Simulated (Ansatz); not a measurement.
**One elementary step**

Start structure (Si$_{2}$H$_{8}$Se, singlet), relaxed at PBE0-D4/def2-TZVP:

Si1  (-1.497, -0.427, -0.146)
Si2  (0.490, -1.382, 0.636)
H3  (-2.553, -1.478, -0.145)
H4  (-1.941, 0.687, 0.730)
H5  (-1.339, 0.069, -1.539)
H6  (1.892, 2.512, 0.302)
Se7  (0.765, 2.798, -0.592)
H8  (1.608, -0.402, 0.660)
H9  (0.293, -1.904, 2.015)
H10  (0.883, -2.519, -0.242)
H11  (1.399, 2.046, -1.679)
(Å)

The step: Si₂H₆ ([SiH3][SiH3]) + H₂Se → SiH₄Se ([SiH3][SeH]) + SiH₄; bonds formed: Si1–Se7, Si2–H6; bonds broken: Si1–Si2, H6–Se7. Ansatz 0.2.0; basis: def2-TZVPP and def2-QZVPP; cores frozen in the correlated methods. Filled d shells of the heavier atoms are correlated. The def2 sets are not built for correlating such inner shells, so the correlated values are less sure here. Extrapolation: Hartree–Fock as exp(−7.88 √X), correlation as X^−2.97. Energies below are by CCSD(T) at an estimated basis limit (MP2 extrapolated from triple and quadruple zeta, plus CCSD(T) − MP2 in triple zeta).

Q: What are the electronic barrier and the energy of the step, from the start structure to the end structure? (An estimate is asked for; the value comes from the calculation.)

A: Computed: Barrier 48.11 kcal/mol; step energy -13.95 kcal/mol (downhill); reverse barrier, their difference, 62.05 kcal/mol. Barrier and step energy count from the start structure, the reverse barrier from the end structure.

The saddle point: One imaginary mode of 980i cm⁻¹.
```json
{"pair": "Si1–Se7", "start (Å)": "3.96", "saddle (Å)": "2.72", "end (Å)": "2.28"}
{"pair": "Si2–H6", "start (Å)": "4.15", "saddle (Å)": "1.79", "end (Å)": "1.48"}
{"pair": "Si1–Si2", "start (Å)": "2.34", "saddle (Å)": "2.57", "end (Å)": "4.05"}
{"pair": "H6–Se7", "start (Å)": "1.47", "saddle (Å)": "1.97", "end (Å)": "3.91"}
```

Zero-point energy (harmonic, PBE0-D4): ZPE is 39.68 kcal/mol at the start and 39.58 kcal/mol at the saddle, so the barrier goes from 48.11 to 48.01 kcal/mol.

T1 diagnostic: at most 0.014.

Labels in which every atom is bracketed show which atoms are joined, not bond orders.

For scale, one of the runs: CCSD(T)/def2-TZVPP, 244 basis functions, launched by `ansatz run in.yaml --threads 4 --pin off --events-out ev --progress --plain --max-ram 9574MiB`. Hardware: 4 CPU threads of an Arm Neoverse V1, shared host. Wall time 2.5 min; peak host memory 4.4 GiB.
